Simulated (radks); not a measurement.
Results of a calculation; reference values are marked as such.
The mean radii <r> (bohr) of the occupied orbitals of an atom or ion are listed with their occupations. Code: a radial shooting solver on a logarithmic mesh with Libxc functionals. Model: non-relativistic Kohn-Sham, exchange-only PBE, spin-unpolarised, spherical densities, point nucleus.

| orbital | occ. | <r> |
|---|---|---|
| 1s | 2 | 0.2709 |
| 2s | 2 | 1.579 |
| 2p | 2 | 1.842 |

Name the element and its charge.

Answer. Z = 6, carbon, charge 0: C in [He] 2s2 2p2. The 1s radius gives Z: for a bare nucleus <r> = 1.5/Z, 0.25 bohr for Z = 6, and screening makes it slightly larger (0.2709 here). The occupations add up to 6, and the charge is Z minus that.
